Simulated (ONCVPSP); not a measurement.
Cd, ONCV: configuration errors across variants

Cd, optimised norm-conserving Vanderbilt (ONCV), made with ONCVPSP 4.0.1 (PBE, scalar-relativistic). Core [Ar] 3d10 4s2, reference 4p6 4d10 5s2. Waves: 5s: rc 2.45 bohr, ncon 5, nbas 8, qcut 2.2 1/bohr, 2 projectors, debl 1.9 Ha; 4p: rc 1.50 bohr, ncon 4, nbas 8, qcut 10.4 1/bohr, 2 projectors, debl 2 Ha; 4d: rc 1.35 bohr, ncon 4, nbas 9, qcut 10.8 1/bohr, 2 projectors, debl 3.4 Ha. Local part: polynomial inside 1.05 bohr (lpopt 5, dvloc0 0 Ha). Core correction: none.

In the p channel the program set the typed energies aside and used -2.461, 0.250 Ha.

All-electron excitation energies from the reference (eV): (1) 4p6 4d10 5s1 9.273; (2) 4p6 4d10 5s0 26.399; (3) 4p6 4d9 5s0 64.407; (4) 4p6 4d10 5s1.5 3.711.

A true bound ghost makes a file unfit for plane-wave use even where its test errors are small: the radial tests pick states by their node count and pass the ghost by.

Errors AE − PS in meV (a dash: test not solved or not reliable):

| change | (1) | (2) | (3) | (4) | bound ghosts | GHOST(+) flags above zero |
| --- | --- | --- | --- | --- | --- | --- |
| base | -5.5 | -25 | +33 | -1.5 | s | s |
| all radii scaled by about 0.78 (s 1.92, p 1.18, d 1.06 bohr); local potential polynomial inside 0.82 bohr (lpopt 5, dvloc0 0 Ha) | -5.0 | -23 | +30 | -1.4 | s | s |
| all radii scaled by about 0.83 (s 2.02, p 1.24, d 1.12 bohr); local potential polynomial inside 0.86 bohr (lpopt 5, dvloc0 0 Ha) | -5.7 | -26 | +37 | -1.5 | s | s |
| all radii scaled by about 0.89 (s 2.18, p 1.34, d 1.20 bohr); local potential polynomial inside 0.94 bohr (lpopt 5, dvloc0 0 Ha) | -6.0 | -28 | +43 | -1.6 | s | s |
| all radii scaled by about 1.08 (s 2.66, p 1.62, d 1.46 bohr); local potential polynomial inside 1.14 bohr (lpopt 5, dvloc0 0 Ha) | -5.1 | -25 | -3.5 | -1.4 | s | none |
| all radii scaled by about 1.12 (s 2.76, p 1.68, d 1.52 bohr); local potential polynomial inside 1.18 bohr (lpopt 5, dvloc0 0 Ha) | -5.1 | -27 | -29 | -1.4 | s | none |
| all radii scaled by about 1.22 (s 2.98, p 1.82, d 1.64 bohr); local potential polynomial inside 1.28 bohr (lpopt 5, dvloc0 0 Ha) | -6.6 | -40 | -113 | -1.6 | s | none |
| all radii scaled by about 1.26 (s 3.08, p 1.88, d 1.70 bohr); local potential polynomial inside 1.32 bohr (lpopt 5, dvloc0 0 Ha) | -7.8 | -48 | -154 | -1.8 | s | none |
| all radii scaled by about 1.34 (s 3.28, p 2.00, d 1.80 bohr); local potential polynomial inside 1.40 bohr (lpopt 5, dvloc0 0 Ha) | -13 | -76 | -266 | -3.1 | s | none |

(1) Give the same row for: all radii scaled by about 0.96 (s 2.34, p 1.44, d 1.30 bohr); local potential polynomial inside 1.00 bohr (lpopt 5, dvloc0 0 Ha).

## Answers

(1) -5.8, -27, +41, -1.5; bound ghosts: s; GHOST(+) flags above zero: s.
